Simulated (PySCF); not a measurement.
H$_{3}$AlFNO, singlet, geometry from GFN2-xTB (such geometries of metal compounds can be far from the true shape). Base run: HF/cc-pVDZ, polarisability run with PySCF.

PySCF was given this input:
```python
from pyscf import gto, scf
from pyscf.prop import polarizability

mol = gto.Mole()
mol.atom = '''
    Al    0.02872516   -0.01725957    0.01872178
    F     1.60534780   -0.14255131   -0.46416288
    O    -0.44353929   -0.67572208    1.44224094
    H    -0.45470422   -1.12520853    2.27321481
    N    -1.11967264    0.83223004   -1.02278124
    H    -2.09557534    0.95743659   -0.81144556
    H    -0.88525500    1.25527441   -1.90614538
'''
mol.basis = 'cc-pvdz'
mol.verbose = 4
mol.build()

mf = scf.RHF(mol)
mf.kernel()
alpha = mf.Polarizability().polarizability()[2, 2]
print('alpha_zz =', alpha)
```

The base run was repeated with changes; each row names its change, and settings that it needs were set with it.

```
change                                         alpha_zz (bohr³)  basis functions  core-seconds (rough)
---------------------------------------------  ----------------  ---------------  --------------------
base                                                      25.46               75                     2
finite field (a.u.) = 0.005; conv_tol = 1e-11             25.47               75                     2
basis = def2-SVPD                                           [?]              [?]                     9
functional = pbe0                                           [?]               75                    20
finite field (a.u.) = 0.05; conv_tol = 1e-11              25.98               75                     2
finite field (a.u.) = 2e-4; conv_tol = 1e-6               25.62               75                     1
basis = 6-31+G*                                           26.96               82                     3
finite field (a.u.) = 2e-4; conv_tol = 1e-11              25.46               75                     2
functional = camb3lyp                                     29.22               75                    30
functional = lda,vwn                                      31.79               75                     8
functional = pbe                                          31.92               75                    20
basis = aug-cc-pVDZ                                       31.69              123                    10
```

Question: Complete the blanks.

Answer: 
- basis = def2-SVPD, alpha_zz (bohr³): 31.25
- basis = def2-SVPD, basis functions: 114
- functional = pbe0, alpha_zz (bohr³): 29.58

Finite-field rows take the second difference of the energy in a field along z; a small field with loose convergence shows SCF noise divided by the square of the field, and a large one adds hyperpolarisability.
